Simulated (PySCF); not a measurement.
## Fractional electron number in Nb⁺ (niobium, charge +1)

The 4d alpha orbital of [Kr] 4d4 is emptied in steps (occupation f), with all orbitals relaxed, ending at [Kr] 4d3. Calculation: PySCF 2.14, in def2-SVP with the def2 core potential (28 electrons); scalar relativity through the core potential. The exact energy is a straight line in f; departures are measured from the line between the end points of the same method.

```
  f  BLYP (eV)
  1      0.000
0.8     -0.770
0.6     -1.140
0.4     -1.150
0.2     -0.774
  0      0.000
```

```
method  E(f=0) − E(f=1) (eV)  −ε at f=1 (eV)  −ε at f=0.4 (eV)
  BLYP                14.179           9.552            15.084
```

Orbital energy along the path (eV):

```csv
f,BLYP
1,-9.552
0.8,-11.592
0.6,-13.186
0.4,-15.084
0.2,-17.045
0,-19.062
```

Reference removal energy between the ground levels: 14.32 eV (semi-empirical (NIST evaluation); NIST Atomic Spectra Database, ionization energies). The calculation has no spin-orbit coupling. The determinant left behind need not be the lowest term of the ion.
